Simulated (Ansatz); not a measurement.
Cl₂S₂W, SMILES `[S]=[W](=[S])([Cl])[Cl]`: the same geometry under several functionals.

```yaml
crystal:
  periodic: [false, false, false]
  atoms:
    - {symbol: S, position_ang: [-0.562638, -0.432496, 1.978881]}
    - {symbol: W, position_ang: [0.009893, -0.014667, -0.008402]}
    - {symbol: S, position_ang: [1.856677, -0.967728, -0.372746]}
    - {symbol: Cl, position_ang: [-1.530579, -0.857911, -1.401236]}
    - {symbol: Cl, position_ang: [0.276549, 2.199001, -0.237895]}
basis:
  gaussian: {orbitals: def2-TZVPP}
hamiltonian: {xc: {name: B97M-V}}
output: {orbitals: {seedname: orbitals}}
```

```sh
$ ansatz run in.yaml --threads 4 --pin off --events-out ev --progress --plain --max-ram 10444MiB
```

It prints (some lines left out):

```
Functional definition: B97M-V
1491 factors; their error is unknown
mean field evaluation 1: about -48535.0463 eV, gradient 3.4e1 eV
mean field evaluation 2: about -48497.0915 eV, gradient 1.4e2 eV
mean field evaluation 4: about -48537.4425 eV, gradient 1.2e1 eV
mean field evaluation 8: about -48537.7622 eV, gradient 8.5e-2 eV
mean field evaluation 16: about -48537.7417 eV, gradient 8.4e-5 eV
mean field -48537.74173901 eV, -1783.7291088455 hartree, gradient 1.2e-5 eV, S^2 0.000000; 0 other end points of the search recorded, 0 dependent functions left out
reference -48537.74179262 eV, -1783.7291108159 hartree; 40, 40 occupied and 184, 184 virtual orbitals, 1491 factors
Total energy: -48537.74179262 eV, -1783.7291108159 hartree
```

It took 7.5 s on 4 threads of an Intel Xeon Platinum 8259CL on a shared host, with 0.51 GiB of host memory at the peak.

The same input with `hamiltonian: {xc: {name: BHLYP}, dispersion: d4}` (abridged; 4.1 s):

```
Functional definition: BHLYP
mean field evaluation 16: about -48545.0803 eV, gradient 2.0e-4 eV
mean field -48545.08034866 eV, -1783.9987977760 hartree, gradient 8.0e-5 eV, S^2 0.000000
Total energy: -48545.56417953 eV, -1784.0165782323 hartree
```

With the line `hamiltonian: {xc: r2scan, dispersion: d4}` and forces (abridged; 5.5 s):

```
Functional definition: r2SCAN
mean field evaluation 16: about -48547.8832 eV, gradient 3.3e-4 eV
mean field -48547.88324281 eV, -1784.1018022360 hartree, gradient 4.9e-5 eV, S^2 0.000000
Total energy: -48547.94574271 eV, -1784.1040990652 hartree
Atom 0 force    -0.115807    -0.079451     0.388683 eV/Å
Atom 1 force    -0.161674     0.174008    -0.205958 eV/Å
Atom 2 force     0.361591    -0.185069    -0.075510 eV/Å
Atom 3 force    -0.096863    -0.047500    -0.088912 eV/Å
Atom 4 force     0.012753     0.138012    -0.018302 eV/Å
Dipole moment:    -0.091091     0.097994    -0.116009 e Å
```

The same input with `hamiltonian: {xc: {name: r2SCAN0}, dispersion: d4}` (abridged; 6 s):

```
Functional definition: r2SCAN0
mean field evaluation 16: about -48545.2749 eV, gradient 2.5e-4 eV
mean field -48545.27492801 eV, -1784.0059484354 hartree, gradient 5.7e-5 eV, S^2 0.000000
Total energy: -48545.35532022 eV, -1784.0089027944 hartree
```

With the line `hamiltonian: {xc: {name: wB97X-V}}` (abridged; 8.5 s):

```
Functional definition: wB97X-V
mean field evaluation 16: about -48540.9232 eV, gradient 5.5e-4 eV
mean field -48540.92323550 eV, -1783.8460266852 hartree, gradient 4.9e-5 eV, S^2 0.000000
Total energy: -48540.92323371 eV, -1783.8460266195 hartree
```

Changing it to `hamiltonian: {xc: {name: BLYP}, dispersion: d4}` (abridged; 2.3 s):

```
Functional definition: BLYP
mean field evaluation 16: about -48549.4711 eV, gradient 1.7e-3 eV
mean field -48549.47113012 eV, -1784.1601560185 hartree, gradient 8.4e-5 eV, S^2 0.000000
Total energy: -48550.06737210 eV, -1784.1820675070 hartree
```
